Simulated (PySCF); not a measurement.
C3H3, charge -1, singlet, geometry from GFN2-xTB (in this run its highest filled SCF level lies above zero, so its values depend strongly on the basis, on diffuse functions most of all), with bond 5-1 at 1.8 times its length; CASSCF(4,3)/STO-3G (PySCF).

Here is a job for PySCF.
```python
from pyscf import gto, scf, mcscf
import numpy

mol = gto.Mole()
mol.atom = '''
    C     0.01518375   -0.05215635    0.80692694
    C     0.00358775   -0.76678282   -0.60757516
    C    -0.01975703    0.56152495   -0.52766124
    H     0.93576145   -0.00004142    1.42844009
    H    -1.60379180   -0.01939612    1.98334880
    H    -0.04560120    1.57848298   -0.91907802
'''
mol.basis = 'sto-3g'
mol.charge = -1
mol.verbose = 4
mol.build()

mf = scf.RHF(mol)
mf.kernel()
mc = mcscf.CASSCF(mf, 3, 4)
mc.fix_spin_(ss=0.0)
mc.kernel()
occ = numpy.linalg.eigvalsh(mc.fcisolver.make_rdm1(mc.ci, mc.ncas, mc.nelecas))[::-1]
ss = mc.fcisolver.spin_square(mc.ci, mc.ncas, mc.nelecas)[0]
print('natural occupations', occ.round(4), ' <S^2>', round(ss, 4))
```

Write the output that PySCF gives for this input, abridged.


```
PySCF version 2.14.0

[INPUT] verbose = 4
[INPUT] num. atoms = 6
[INPUT] num. electrons = 22
[INPUT] charge = -1
[INPUT] spin (= nelec alpha-beta = 2S) = 0
[INPUT] symmetry False subgroup None
[INPUT] Mole.unit = angstrom
[INPUT] Symbol           X                Y                Z      unit          X                Y                Z       unit  Magmom
[INPUT]  1 C      0.015183750000  -0.052156350000   0.806926940000 AA    0.028693129044  -0.098561217157   1.524870919133 Bohr   0.0
[INPUT]  2 C      0.003587750000  -0.766782820000  -0.607575160000 AA    0.006779864903  -1.449009526822  -1.148150652489 Bohr   0.0
[INPUT]  3 C     -0.019757030000   0.561524950000  -0.527661240000 AA   -0.037335375735   1.061128367610  -0.997135230148 Bohr   0.0
[INPUT]  4 H      0.935761450000  -0.000041420000   1.428440090000 AA    1.768332858426  -0.000078272456   2.699360555449 Bohr   0.0
[INPUT]  5 H     -1.603791800000  -0.019396120000   1.983348800000 AA   -3.030727262823  -0.036653354679   3.747986041485 Bohr   0.0
[INPUT]  6 H     -0.045601200000   1.578482980000  -0.919078020000 AA   -0.086173778952   2.982900524487  -1.736805744908 Bohr   0.0

nuclear repulsion = 54.6721347508095
number of shells = 12
number of NR pGTOs = 54
number of NR cGTOs = 18
basis = sto-3g
ecp = {}

******** <class 'pyscf.scf.hf.RHF'> ********
method = RHF
initial guess = minao
damping factor = 0
level_shift factor = 0
DIIS = <class 'pyscf.scf.diis.CDIIS'>
diis_start_cycle = 1
diis_space = 8
diis_damp = 0
SCF conv_tol = 1e-09
SCF conv_tol_grad = None
SCF max_cycles = 50
direct_scf = True
direct_scf_tol = 1e-13
Set gradient conv threshold to 3.16228e-05
Initial guess from minao.
init E= -113.93504528228
  HOMO = -0.0985282837333732  LUMO = 0.095363365182661  gap/eV = 5.27606
cycle= 1 E= -113.382449827489  delta_E= 0.553  |g|= 0.308  |ddm|= 3.25
  HOMO = 0.0750573048480205  LUMO = 0.505620216741203  gap/eV = 11.71621
cycle= 2 E= -113.423110787199  delta_E= -0.0407  |g|= 0.14  |ddm|= 0.583
  HOMO = 0.0661513396334563  LUMO = 0.509672107073814  gap/eV = 12.06881
cycle= 3 E= -113.429576541961  delta_E= -0.00647  |g|= 0.0386  |ddm|= 0.227
  HOMO = 0.0542055163416304  LUMO = 0.503914734936484  gap/eV = 12.23721
cycle= 4 E= -113.430790540659  delta_E= -0.00121  |g|= 0.0131  |ddm|= 0.102
  HOMO = 0.0531906750942583  LUMO = 0.505187296330552  gap/eV = 12.29945
cycle= 5 E= -113.430950280175  delta_E= -0.00016  |g|= 0.00388  |ddm|= 0.0425
  HOMO = 0.0534837322270547  LUMO = 0.506075174475508  gap/eV = 12.31564
cycle= 6 E= -113.430967019872  delta_E= -1.67e-05  |g|= 0.000879  |ddm|= 0.0144
  HOMO = 0.053153128472881  LUMO = 0.505931561093373  gap/eV = 12.32073
cycle= 7 E= -113.43096782599  delta_E= -8.06e-07  |g|= 0.000197  |ddm|= 0.0031
  HOMO = 0.0531799089885803  LUMO = 0.505918132578374  gap/eV = 12.31963
cycle= 8 E= -113.430967874232  delta_E= -4.82e-08  |g|= 6.63e-05  |ddm|= 0.000728
  HOMO = 0.0531828070677764  LUMO = 0.505930798100638  gap/eV = 12.31990
cycle= 9 E= -113.430967879131  delta_E= -4.9e-09  |g|= 3.29e-05  |ddm|= 0.000203
  HOMO = 0.0531855261551615  LUMO = 0.505926435650886  gap/eV = 12.31971
cycle= 10 E= -113.430967880531  delta_E= -1.4e-09  |g|= 1.31e-05  |ddm|= 0.000117
  HOMO = 0.0531855911553003  LUMO = 0.50592576181494  gap/eV = 12.31969
cycle= 11 E= -113.430967880834  delta_E= -3.03e-10  |g|= 2.71e-06  |ddm|= 7.61e-05
  HOMO = 0.0531855303249062  LUMO = 0.505925757330192  gap/eV = 12.31969
Extra cycle  E= -113.430967880842  delta_E= -8.24e-12  |g|= 1.56e-06  |ddm|= 6.55e-06
converged SCF energy = -113.430967880842

******** <class 'pyscf.mcscf.mc1step.CASSCF'> ********
CAS (2e+2e, 3o), ncore = 9, nvir = 6
max_cycle_macro = 50
max_cycle_micro = 4
conv_tol = 1e-07
conv_tol_grad = None
orbital rotation max_stepsize = 0.02
orbital rotation threshold for CI restart = 0.01
augmented hessian ah_max_cycle = 30
augmented hessian ah_conv_tol = 1e-12
augmented hessian ah_linear dependence = 1e-14
augmented hessian ah_level shift = 1e-08
augmented hessian ah_start_tol = 2.5
augmented hessian ah_start_cycle = 3
augmented hessian ah_grad_trust_region = 3
kf_trust_region = 3
kf_interval = 4
ci_response_space = 4
ci_grad_trust_region = 3
with_dep4 0
natorb = False
canonicalization = True
sorting_mo_energy = False
ao2mo_level = 2
internal_rotation = False
******** <class 'pyscf.fci.addons.SpinPenaltyFCISolver'> ********
max. cycles = 50
conv_tol = 1e-08
davidson only = True
linear dependence = 1e-12
level shift = 0.001
max iter space = 12
nroots = 1
pspace_size = 400
spin = None
CASCI E = -113.464535965044  S^2 = 0.0000000
Set conv_tol_grad to 0.000316228
macro iter   1 ( 21 JK    4 micro), CASSCF E = -113.488121378873  dE = -2.35854138e-02  S^2 = 0.0000000
               |grad[o]|=0.0602  |grad[c]|=0.0142  |ddm|=0.146  |maxRot[o]|=0.205
macro iter   2 ( 21 JK    4 micro), CASSCF E = -113.494391635540  dE = -6.27025667e-03  S^2 = 0.0000000
               |grad[o]|=0.0417  |grad[c]|=0.0112  |ddm|=0.0201  |maxRot[o]|= 0.11
macro iter   3 ( 21 JK    4 micro), CASSCF E = -113.495294368893  dE = -9.02733353e-04  S^2 = 0.0000000
               |grad[o]|=0.0173  |grad[c]|=0.0036  |ddm|=0.0083  |maxRot[o]|=0.155
macro iter   4 ( 21 JK    4 micro), CASSCF E = -113.495515964862  dE = -2.21595969e-04  S^2 = 0.0000000
               |grad[o]|=0.00952  |grad[c]|=0.00763  |ddm|=0.00309  |maxRot[o]|= 0.11
macro iter   5 ( 21 JK    4 micro), CASSCF E = -113.495587763754  dE = -7.17988927e-05  S^2 = 0.0000000
               |grad[o]|=0.00659  |grad[c]|=0.00439  |ddm|=0.0018  |maxRot[o]|=0.0318
macro iter   6 ( 21 JK    4 micro), CASSCF E = -113.495612105193  dE = -2.43414382e-05  S^2 = 0.0000000
               |grad[o]|=0.00464  |grad[c]|=0.001  |ddm|=0.000872  |maxRot[o]|=0.0725
macro iter   7 ( 21 JK    4 micro), CASSCF E = -113.495649780828  dE = -3.76756353e-05  S^2 = 0.0000000
               |grad[o]|=0.00285  |grad[c]|=0.00248  |ddm|=0.000855  |maxRot[o]|=0.0394
macro iter   8 (  7 JK    2 micro), CASSCF E = -113.495689709414  dE = -3.99285863e-05  S^2 = 0.0000000
               |grad[o]|=0.00173  |grad[c]|=0.00274  |ddm|=0.00192  |maxRot[o]|=0.0699
macro iter   9 (  7 JK    2 micro), CASSCF E = -113.495725432128  dE = -3.57227141e-05  S^2 = 0.0000000
               |grad[o]|=0.00132  |grad[c]|=0.004  |ddm|=0.000946  |maxRot[o]|=0.0649
macro iter  10 (  7 JK    2 micro), CASSCF E = -113.495749800444  dE = -2.43683154e-05  S^2 = 0.0000000
               |grad[o]|=0.000877  |grad[c]|=0.00461  |ddm|=0.00138  |maxRot[o]|=0.0699
macro iter  11 (  7 JK    2 micro), CASSCF E = -113.495761208838  dE = -1.14083946e-05  S^2 = 0.0000000
               |grad[o]|=0.000486  |grad[c]|=0.00472  |ddm|=0.000808  |maxRot[o]|=0.0699
macro iter  12 (  3 JK    1 micro), CASSCF E = -113.495761987954  dE = -7.79115581e-07  S^2 = 0.0000000
               |grad[o]|=0.000113  |grad[c]|=0.000444  |ddm|=0.000101  |maxRot[o]|= 0.02
macro iter  13 (  4 JK    1 micro), CASSCF E = -113.495762000941  dE = -1.29867601e-08  S^2 = 0.0000000
               |grad[o]|=3.54e-05  |grad[c]|=1.71e-05  |ddm|=5.53e-05  |maxRot[o]|=0.0027
1-step CASSCF converged in  13 macro (182 JK  38 micro) steps
CASSCF canonicalization
Density matrix diagonal elements [1.99873531 1.76200457 0.23926012]
CASSCF energy = -113.495762000941
CASCI E = -113.495762000941  E(CI) = -2.46418219990260  S^2 = 0.0000000
natural occupations [1.999  1.7728 0.2282]  <S^2> 0.0
```
